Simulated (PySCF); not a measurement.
# Complete the spectrum of C5H8O2S

C₅H₈O₂S.
Cartesian coordinates in Å at the PBE0-D3(BJ)/def2-SVP level; atoms count from 1:
```
atom  x, y, z in Å
C1     2.521   -0.480   -0.345
O2     1.537    0.459    0.058
C3     0.259    0.196   -0.205
C4    -0.795    0.656    0.483
C5    -2.138    0.331   -0.094
C6    -1.908   -0.825   -1.062
S7    -0.213   -0.682   -1.748
O8     0.379   -2.066   -1.758
H9     3.458   -0.157    0.127
H10    2.259   -1.499   -0.024
H11    2.649   -0.486   -1.438
H12   -0.667    1.274    1.375
H13   -2.872    0.059    0.682
H14   -2.562    1.201   -0.627
H15   -1.851   -1.799   -0.550
H16   -2.628   -0.885   -1.890
```

Level of theory: TDDFT B3LYP/def2-SVPD, vertical, gas phase, core orbitals frozen in the response (PySCF 2.14.0, density-fitted response routines).

Orbital energies (eV): HOMO-3 -9.46, HOMO-2 -7.44, HOMO-1 -6.98, HOMO -6.44, LUMO -0.75, LUMO+1 -0.06, LUMO+2 0.35.

Lowest singlets, with some entries withheld (?).

```json
{"state": "S1", "λ (nm)": "263.4", "f": "0.021", "main configurations (H = HOMO, L = LUMO)": "H→L (84%), H-1→L (15%)"}
{"state": "S2", "λ (nm)": "?", "f": "?", "main configurations (H = HOMO, L = LUMO)": "?"}
{"state": "S3", "λ (nm)": "224.1", "f": "0.012", "main configurations (H = HOMO, L = LUMO)": "H-2→L (74%), H-1→L (16%)"}
{"state": "S4", "λ (nm)": "218.9", "f": "0.083", "main configurations (H = HOMO, L = LUMO)": "H-1→L (58%), H-2→L (18%)"}
{"state": "S5", "λ (nm)": "211.5", "f": "0.0089", "main configurations (H = HOMO, L = LUMO)": "H-1→L+1 (54%), H→L+2 (36%)"}
{"state": "S6", "λ (nm)": "208.9", "f": "0.028", "main configurations (H = HOMO, L = LUMO)": "H→L+2 (54%), H-1→L+1 (38%)"}
{"state": "S7", "λ (nm)": "194.3", "f": "0.039", "main configurations (H = HOMO, L = LUMO)": "H→L+3 (53%), H-1→L+2 (26%), H-2→L+1 (9%)"}
{"state": "S8", "λ (nm)": "193.3", "f": "0.018", "main configurations (H = HOMO, L = LUMO)": "H-1→L+2 (53%), H-2→L+1 (27%)"}
{"state": "S9", "λ (nm)": "?", "f": "?", "main configurations (H = HOMO, L = LUMO)": "?"}
{"state": "S10", "λ (nm)": "189.3", "f": "0.018", "main configurations (H = HOMO, L = LUMO)": "H→L+4 (72%), H→L+5 (14%)"}
```

Question: Supply the missing values.

Answer: 
- S2: λ = 231.1 nm; f = 0.013; H→L+1 (87%)
- S9: λ = 191.7 nm; f = 0.0059; H-2→L+1 (52%), H→L+3 (27%), H-1→L+2 (11%)

Question: How far apart are S1 and S4, in eV and cm⁻¹?

Answer: 5.664 − 4.707 = 0.957 eV, or about 7720 cm⁻¹.

Question: Where do the lowest triplets lie (Tamm–Dancoff)?

Answer: T1 3.75 eV, H→L (68%), H-1→L (24%); T2 4.45 eV, H-1→L (65%), H→L (27%); T3 4.82 eV, H→L+1 (74%); T4 5.26 eV, H-2→L (95%). E(S1) − E(T1) = +0.96 eV.

Question: What is the mean static polarisability from the same response equations?

Answer: 88.2 au (13.07 Å³), with principal values 65.8, 88.2 and 110.5 au.

The vertical ionisation energy (ΔSCF) is 8.47 eV, 1.92 eV above S10.

One conformer stands for the species.
